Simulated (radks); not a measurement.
Task: These are the eigenvalues of the occupied orbitals of an atom or ion with whole-number occupations (eV). Calculated with a radial shooting solver on a logarithmic mesh with Libxc functionals: scalar-relativistic Kohn-Sham, PBE, spin-unpolarised, spherical densities, finite nucleus; Fermi nuclear charge, rms radius of each element as measured or else 0.836 A^(1/3) + 0.57 fm.

1s: -63225.52
2s: -10763.08
2p: -9470.428
3s: -2439.186
3p: -2051.112
3d: -1584.759
4s: -485.5540
4p: -358.1873
4d: -191.9217
5s: -61.0362
5p: -31.6645
4f: -9.6278
6s: -4.6581
5d: -1.7508

Which element is it, and in what charge state? The configuration may be excited.

Result: Z = 71, lutetium, charge 0: Lu in [Xe] 4f14 5d1 6s2. The list shows which subshells hold electrons but not how many an open one holds; the 1s level, -2323.5 hartree, gives Z - s = 68.2 by -(Z - s)^2/2, which with screening and relativity narrows Z to a few neighbours, and the depths of the outer levels then fix element, charge and occupations together.
